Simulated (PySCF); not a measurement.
Run record: geometry optimisation, `[CH3][Al-]([CH3])([CH3])[CH3]`.

Method: PBE0-D3(BJ)/def2-SVP geometry optimisation, gas phase (PySCF 2.14.0). Start geometry: GFN2-xTB. The input is one job of a driver script: a line of settings, then coordinates in Å.

Command:
```bash
OMP_NUM_THREADS=1 python probes_run.py task.json out
```

Input:
```
{"job": {"xc": "PBE0", "basis": "def2-SVP", "d3": "d3bj", "grid": 1, "kind": "geom"}, "charge": -1, "multiplicity": 1}
C     -0.266050    -1.279760    -1.589700
Al    -0.016660    -0.004250    -0.004560
C     -0.046590     1.912620    -0.734070
C     -1.483920    -0.258900     1.403060
C      1.777510    -0.374000     0.914220
H     -1.166120    -1.061900    -2.179510
H     -0.341490    -2.340500    -1.318500
H      0.568480    -1.218210    -2.300980
H      0.476490     2.636090    -0.095470
H     -1.059410     2.314990    -0.866180
H      0.430970     1.992830    -1.719430
H     -2.511540    -0.179360     1.025630
H     -1.425670    -1.238810     1.895070
H     -1.411470     0.478290     2.213920
H      1.909290    -1.427050     1.195080
H      2.649570    -0.123380     0.296640
H      1.902620     0.195360     1.844960
```

Output:
```
step   0  E = -401.63035096  max force = 0.006834
step   1  E = -401.63171292  max force = 0.001498
step   2  E = -401.63179318  max force = 0.000975
step   3  E = -401.63193393  max force = 0.001050
step   4  E = -401.63199117  max force = 0.001267
step   5  E = -401.63210347  max force = 0.000927
step   6  E = -401.63216927  max force = 0.000294
step   7  E = -401.63224539  max force = 0.000979
step   8  E = -401.63232097  max force = 0.001524
step   9  E = -401.63238117  max force = 0.001200
step  10  E = -401.63240065  max force = 0.000455
step  11  E = -401.63240339  max force = 0.000067
optimisation converged
```

Energies in Eh; «max force» is the largest Cartesian gradient component in Eh/bohr.

Task: How much energy does the optimisation release, in eV?

Result: E(step 0) − E(last step) = 0.002052 Eh, which is 0.056 eV.

Task: Give the first gradient maximum in eV/Å.

Result: With 1 Eh/bohr = 51.422 eV/Å, 0.351 eV/Å.

Summary of the converged run: final energy -401.63240 Eh after 11 steps.

Task: Give the final coordinates.

Result: 0.200 Å rms from the input after alignment:
```
atom  x, y, z in Å
C1    -0.2682   -1.2846   -1.5567
Al2   -0.0019   -0.0016   -0.0011
C3    -0.0166    1.9108   -0.6926
C4    -1.5037   -0.2433    1.3493
C5     1.7841   -0.3801    0.8954
H6    -1.2280   -1.1127   -2.0818
H7    -0.2711   -2.3445   -1.2356
H8     0.5286   -1.1893   -2.3198
H9     0.1198    2.6508    0.1200
H10   -0.9684    2.1694   -1.1961
H11    0.7895    2.1000   -1.4280
H12   -2.5019   -0.0504    0.9103
H13   -1.5356   -1.2698    1.7639
H14   -1.4027    0.4415    2.2138
H15    1.8469   -1.4109    1.2952
H16    2.6354   -0.2617    0.1969
H17    1.9800    0.3003    1.7470
```

Task: How long does this job take on x86-64 server, one thread, shared host?

Result: About 1.8 min.
Labels such as C1 count atoms from 1, the log's own numbers from 0.
